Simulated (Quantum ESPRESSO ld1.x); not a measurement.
The numbers below are computed, except where a source is named.
Species: V. Configuration: [Ar] 4s2 4p3 (not the ground configuration).

Code: ld1.x of Quantum ESPRESSO 7.5. Model: Dirac Kohn-Sham, PBE, spin-unpolarised, spherical densities, point nucleus; open shells fill j = l - 1/2 first.

Energy parts (eV):
total: -25791.6
kinetic: 26071.7
electron-nucleus: -60980.1
Hartree: 10321.3
exchange-correlation: -1204.5

Orbitals (lengths in bohr, moments of r in powers of bohr):
| orbital | occ. | eigenvalue (eV) | <r> |
|---|---|---|---|
| 1s1/2 | 2 | -5387.72 | 0.06645 |
| 2s1/2 | 2 | -630.002 | 0.3081 |
| 2p1/2 | 2 | -534.961 | 0.2723 |
| 2p3/2 | 4 | -527.881 | 0.2751 |
| 3s1/2 | 2 | -92.1588 | 0.9142 |
| 3p1/2 | 2 | -65.7379 | 0.9535 |
| 3p3/2 | 4 | -64.7983 | 0.9604 |
| 4s1/2 | 2 | -9.9460 | 2.629 |
| 4p1/2 | 2 | -4.7218 | 3.180 |
| 4p3/2 | 1 | -4.6342 | 3.204 |

The highest occupied level is 4p3/2 at -4.634 eV. The density falls to 0.001 e/bohr^3 at r = 4.99 bohr. Summed over all electrons, <r^2> = 60.16 bohr^2, which gives a Langevin (diamagnetic) susceptibility term of -47.6 x 10^-6 cm^3/mol.
